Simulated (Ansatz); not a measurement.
Computed with Ansatz.

C₂H₉AlSi₂, SMILES `[AlH2][C@@H]1[SiH2][C@H]1[SiH3]`. The species carries charge 0 and has multiplicity 1. The geometry is a stationary point of PBE0-D4/def2-TZVP.

```xyz
14

Al   -2.507   -0.598   -0.147
C    -0.602   -0.613    0.057
Si   -0.103    0.640    1.360
C     0.368    0.498   -0.414
Si    2.096    0.012   -0.873
H    -3.350   -1.859    0.319
H    -3.200    0.726   -0.686
H    -0.134   -1.580    0.248
H    -1.074    1.685    1.751
H     0.847    0.243    2.417
H    -0.079    1.250   -1.063
H     2.637   -0.880    0.189
H     2.134   -0.734   -2.162
H     2.968    1.211   -0.997
```

Task: What is the dipole moment at ωB97M-V/def2-TZVPP? (Best estimate.)

Result: The calculation gave: 0.65 D, with components (0.24, 0.31, 0.52) D in this frame, pointing from negative to positive charge.

Task: And with PBE, r2SCAN, B3LYP? (An estimate is asked.)

Result: The calculation gave: PBE 0.59 D, r2SCAN 0.58 D, B3LYP 0.64 D.

Task: Give the Mulliken charges with ωB97M-V, PBE, B3LYP in def2-TZVPP. (Best estimate.)

Result: The calculation gave: 
```csv
atom,ωB97M-V,PBE,B3LYP
Al1,0.37,0.31,0.39
C2,-0.35,-0.20,-0.25
Si3,0.16,0.12,0.19
C4,-0.30,-0.13,-0.20
Si5,0.19,0.19,0.27
H6,-0.11,-0.12,-0.14
H7,-0.11,-0.12,-0.14
H8,0.12,0.10,0.10
H9,0.01,-0.03,-0.04
H10,0.00,-0.04,-0.04
H11,0.11,0.09,0.09
H12,-0.03,-0.06,-0.07
H13,-0.03,-0.06,-0.07
H14,-0.03,-0.06,-0.07
```

B3LYP here is the variant with VWN-RPA as its local correlation; programs differ in this.
